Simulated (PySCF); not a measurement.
# Deuteron quadrupole couplings in `CC(=O)O[SiH2]O[SiH](O)O`

Compound: C2H8O5Si2.
Numbering: `[CH3:1][C:2](=[O:3])[O:4][SiH2:5][O:6][SiH:7]([OH:8])[OH:9]` (hydrogens: H10, H11, H12 on C1; H13, H14 on Si5; H15 on Si7; H16 on O8; H17 on O9)

Cartesian coordinates in Å at the GFN2-xTB level; atoms count from 1:
```xyz
17
C2H8O5Si2 angstrom
C     -2.0771    1.8570    1.3772
C     -1.2436    1.0495    0.4176
O     -0.4293    1.5356   -0.3313
O     -1.4932   -0.2394    0.4884
Si    -0.8738   -1.5276   -0.3781
O      0.7154   -1.5064   -0.4828
Si     2.1462   -0.8555   -0.9833
O      3.3588   -1.6522   -0.2839
O      2.1893    0.7007   -0.5712
H     -1.8661    1.5324    2.3939
H     -1.8511    2.9135    1.2685
H     -3.1312    1.6768    1.1781
H     -1.4796   -1.4699   -1.7008
H     -1.2403   -2.6004    0.5269
H      2.2714   -1.1493   -2.3935
H      3.6256   -1.4646    0.6130
H      1.3717    1.2119   -0.6118
```

Level: PBE0/pcSseg-1 (PySCF, non-relativistic); Q(2H) = 0.00286 b; rigid geometry, the same for H and D, with no vibrational averaging.

Question: Rank these positions by the coupling χzz of a deuteron there, largest first.
A. H16 (hydroxyl hydrogen)
B. H14 (Si–H hydrogen)
C. H17 (hydroxyl hydrogen)
D. H11 (methyl hydrogen)

Answer: A (342 kHz), C (294 kHz), D (210 kHz), B (111 kHz).

Q: What are Vzz, η and χzz (234.96 MHz × Q × Vzz) at all hydrogens?

A: 
```json
{"atom": "H10", "bonded to": "C1", "bond length (Å)": "1.088", "Vzz (au)": "0.3116", "η": "0.04", "χzz (kHz)": "209"}
{"atom": "H11", "bonded to": "C1", "bond length (Å)": "1.086", "Vzz (au)": "0.3118", "η": "0.02", "χzz (kHz)": "210"}
{"atom": "H12", "bonded to": "C1", "bond length (Å)": "1.088", "Vzz (au)": "0.3119", "η": "0.04", "χzz (kHz)": "210"}
{"atom": "H13", "bonded to": "Si5", "bond length (Å)": "1.456", "Vzz (au)": "0.1615", "η": "0.01", "χzz (kHz)": "108"}
{"atom": "H14", "bonded to": "Si5", "bond length (Å)": "1.451", "Vzz (au)": "0.1656", "η": "0.01", "χzz (kHz)": "111"}
{"atom": "H15", "bonded to": "Si7", "bond length (Å)": "1.446", "Vzz (au)": "0.1695", "η": "0.01", "χzz (kHz)": "114"}
{"atom": "H16", "bonded to": "O8", "bond length (Å)": "0.954", "Vzz (au)": "0.5093", "η": "0.05", "χzz (kHz)": "342"}
{"atom": "H17", "bonded to": "O9", "bond length (Å)": "0.965", "Vzz (au)": "0.4374", "η": "0.06", "χzz (kHz)": "294"}
```

Q: Average by the element that carries the hydrogen.

A: on C: 210 kHz over 3 positions, mean bond length 1.087 Å; on Si: 111 kHz over 3 positions, mean bond length 1.451 Å; on O: 318 kHz over 2 positions, mean bond length 0.960 Å.

Q: Give the 2H NMR doublet splittings at H13 for a magnetic field along the z, y and x axes of the gradient: 3χ/2, 3χ(1 + η)/4, 3χ(1 − η)/4.

A: With |χ| = 108.5 kHz and η = 0.009: 163, 82 and 81 kHz, to first order and without motion.

One conformer (not necessarily the lowest) at the GFN2-xTB geometry, without solvent, vibrations or thermal averaging. GFN2-xTB bond lengths can be off by several hundredths of an ångström, more for odd bonds, and the gradients follow them. A larger basis could move these couplings by a tenth or more.

These values come from a run that also computed NMR shieldings. On an Arm Neoverse N1 with one thread, on a shared host, this took 72 s and 0.93 GiB of memory at its peak.
